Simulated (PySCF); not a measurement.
PySCF input for B2O3, SMILES O=BOB=O, PBE0/pcSseg-2. The structure is a stationary point at PBE0-D3(BJ)/def2-SVP. One conformer was computed; it need not be the lowest.

```python
import numpy as np
from pyscf import gto, scf, dft
from pyscf.prop.nmr import rks as nmr

mol = gto.M(
    atom='''
    O     0.00000000    0.00000000   -2.51583870
    B     0.00000000    0.00000000   -1.31015787
    O     0.00000000    0.00000000    0.00000000
    B     0.00000000    0.00000000    1.31015787
    O     0.00000000    0.00000000    2.51583870
    ''',
    basis='pcSseg-2',
    charge=0,
    spin=0,
    max_memory=1600,
    verbose=3,
)
mf = dft.RKS(mol, xc='pbe0').density_fit(auxbasis='def2-universal-jkfit')
mf.grids.level = 3
mf.conv_tol = 1e-10
mf.max_cycle = 100
mf.kernel()
n = nmr.NMR(mf)
n.verbose = 2
n.max_cycle_cphf = 60
sigma = n.kernel()
print('atom   isotropic/ppm   span/ppm')
for i, s in enumerate(sigma):
    w = np.linalg.eigvalsh((s + s.T) / 2)
    print(f'{mol.atom_symbol(i):2s}{i + 1:3d} {w.mean():14.3f} {w[2] - w[0]:11.3f}')
```

Output:

```
converged SCF energy = -275.337703610119
atom   isotropic/ppm   span/ppm
O   1        176.531     354.307
B   2         96.051     192.927
O   3        325.292     144.459
B   4         96.051     192.927
O   5        176.531     354.307
```

The calculation finished and met its thresholds.
